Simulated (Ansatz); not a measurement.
`[CH3][Mo]([NH2])(=[O])=[S]` + H–F → `[NH2][Mo](=[O])([F])=[S]` + CH₄ at 298.15 K and 1 bar (ligand exchange at a Mo–C bond).

Calculated with Ansatz (gas phase, PBE0-D4/def2-TZVP geometries, no zero-point term in ΔE). CCSD(T)/CBS is the MP2 limit (def2-TZVPP, def2-QZVPP) plus CCSD(T) − MP2 in def2-TZVPP, frozen cores. This one scheme is used for every species. def2 core potentials past Kr. For Mo outer-core shells are correlated without core-valence functions, which leaves a few kJ/mol of doubt a bond. Each species was taken in one conformer, which may not be the lowest.

| species | CCSD(T)/CBS energy (Eh) | H − E (kJ/mol) | S (J/(mol·K)) |
| --- | --- | --- | --- |
| `[CH3][Mo]([NH2])(=[O])=[S]` | -636.95679 | 197.0 | 359.4 |
| H–F | -100.39570 | 33.5 | 173.6 |
| `[NH2][Mo](=[O])([F])=[S]` | -696.93442 | 106.7 | 341.6 |
| CH₄ | -40.46206 | 127.4 | 186.2 |

H − E and S are ideal-gas, rigid-rotor, harmonic terms from PBE0-D4/def2-TZVP, for one conformer and one mirror image of each species. 1 Eh = 2625.50 kJ/mol, R = 8.31446 J/(mol·K).

Problem. By hand: ΔE, ΔH, ΔS and ΔG.

Solution. ΔE = (-696.93442) + (-40.46206) − (-636.95679) − (-100.39570) = -0.04399 Eh = -115.5 kJ/mol. Δ(H − E) = 106.7 + 127.4 − 197.0 − 33.5 = 3.6, so ΔH = -111.9 kJ/mol. ΔS = 341.6 + 186.2 − 359.4 − 173.6 = -5.2 J/(mol·K). ΔG = -111.9 − 298.15 × (-5.2)/1000 = -110.3 kJ/mol.

Problem. By hand: the equilibrium constant, and the temperature at which ΔG would vanish if ΔH and ΔS stayed fixed.

Solution. log₁₀ K = −ΔG/(RT ln 10) = 19.3. ΔG = 0 at ΔH/ΔS = 21519 K, far beyond where these terms or the molecules hold.

The number of gas molecules stays the same, so ΔS is small and ΔH decides. A doubt of 5 kJ/mol in ΔE shifts log₁₀ K by 0.9 here. Other conformers and mirror images would add mixing entropy, several J/(mol·K) or more a flexible species. These are equilibria of isolated gas molecules and say nothing of rates. Largest T1 diagnostic: 0.025 (customary marks: 0.02 for closed shells, 0.045 for open ones).
